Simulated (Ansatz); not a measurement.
Relaxation of CH7GeNOSn (12 atoms, charge 0, multiplicity 1), to a largest force component of 0.015 eV/Å in at most 40 steps.

Method: Ansatz 0.2.0, RKS PBE-D4/def2-SVP.

```xyz
12
Properties=species:S:1:pos:R:3
N -0.476 1.352 -0.991
C -0.381 0.154 -0.259
Sn 0.680 0.160 1.576
O -1.435 -0.571 -0.257
Ge -0.266 -1.430 -1.358
H 0.438 1.751 -1.231
H -0.920 2.101 -0.351
H 0.733 -1.437 2.263
H -0.036 1.297 2.746
H 2.367 0.651 1.307
H -0.795 -1.346 -2.778
H 0.168 -2.739 -0.633
```

Question: Where does it end, and by what steps?

Answer: The forces met the threshold. After 33 steps the energy has fallen by 1.713 eV; H6 moved furthest, 2.10 Å. Parted: C2–Ge5. Joined: Sn3–Ge5.

```tsv
step	energy less start (eV)	largest force component (eV/Å)	accepted
0	0.0000	5.521	yes
2	-0.5749	0.370	yes
4	-0.6186	0.261	yes
6	-0.6456	1.153	yes
8	-0.7849	1.040	yes
10	-0.9581	1.359	yes
12	-1.1458	0.790	yes
14	-1.2294	0.837	yes
16	-1.3230	1.278	yes
18	-1.4758	0.582	yes
20	-1.6108	0.589	yes
22	-1.6730	0.779	yes
24	-1.7068	0.200	yes
26	-1.7053	0.190	no
28	-1.7123	0.036	yes
30	-1.7130	0.048	yes
32	-1.7132	0.026	yes
33	-1.7132	0.004	yes
```

```xyz
12
Properties=species:S:1:pos:R:3
N -0.914 1.840 -0.301
C -0.444 0.590 -0.303
Sn 1.004 -0.020 1.330
O -0.798 -0.234 -1.191
Ge 0.102 -2.070 -0.913
H -0.609 2.484 0.432
H -1.572 2.165 -1.018
H 0.403 -1.080 2.547
H 0.952 1.592 2.075
H 2.651 -0.237 0.878
H 0.561 -2.200 -2.435
H -1.259 -2.886 -1.066
```

Whether the end is a true minimum wasn't checked by a vibrational analysis.

Run time: 42 s on 2 threads of AMD EPYC 9R45 96-Core Processor (Zen 5), on a shared host, peak memory 0.22 GiB.
